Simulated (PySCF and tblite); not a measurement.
Values are calculated unless marked as measured or tabulated.
System: C₅H₅BF₂, numbered as in [F:1][BH:2][C:3]1=[CH:4][CH2:5][C:6]([F:7])=[CH:8]1.

Motion: rotation about the B2–C3 bond (torsion F1–B2–C3–C4 from 0° to 180°, rising). GFN2-xTB gives an electronic barrier of 4.5 kcal/mol and a reaction energy of 0.3 kcal/mol.

Task: What does PBE0/pcSseg-1 + D3(BJ) give on GFN2-xTB geometries?

Result: A barrier of 6.7 kcal/mol, 2.2 above the tight-binding barrier (from unrounded values), a reaction energy of -0.9 kcal/mol and, with GFN2-xTB thermal terms, ΔG‡(298 K) = 6.8 kcal/mol and k = 1.3×10⁸ s⁻¹ (2 equivalent paths).

Programs: tblite and PySCF.
